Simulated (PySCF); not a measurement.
Vertical excitations of a molecule C4H5BO from TDA-B3LYP/def2-SVPD run with PySCF, as energy in eV (oscillator strength): 3.98 (0.035), 3.99 (0.000), 5.00 (0.004), 5.52 (0.000), 5.64 (0.028), 6.19 (0.000), 6.45 (0.015), 7.00 (0.000), 7.04 (0.059), 7.07 (0.001). Lowest triplet (TDA): 3.65 eV. Geometry optimised at PBE0-D3(BJ)/def2-SVP. Other conformers were not sampled.

Pick the molecule that these values belong to.
(A) C#CB(C)C=O
(B) C#CB1COC1
(C) OB1C=CC=C1
(D) O=CB1C=CC1

B, C#CB1COC1
